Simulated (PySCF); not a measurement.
CH5O, SMILES C[OH2+], charge +1.

Coordinates come from a B3LYP-D3(BJ)/def2-TZVP optimisation. The isomer is the one that the SMILES or the coordinates give; other isomers of the formula were not compared.

The numbers are results of ωB97X/def2-TZVPD (PySCF), not measurements.

Symmetry labels are those of the subgroup Cs that the program uses (full group Cs).

Computed valence orbital energies around the gap with their symmetry:
| orbital | symmetry | energy (eV) |
|---|---|---|
| HOMO−7 | A' | -287.45 |
| HOMO−6 | A' | -41.34 |
| HOMO−5 | A' | -30.06 |
| HOMO−4 | A" | -27.47 |
| HOMO−3 | A' | -24.27 |
| HOMO−2 | A' | -22.82 |
| HOMO−1 | A" | -20.86 |
| HOMO | A' | -19.92 |
| LUMO | A' | -4.16 |
| LUMO+1 | A' | -2.19 |
| LUMO+2 | A" | -2.14 |
| LUMO+3 | A' | -1.39 |
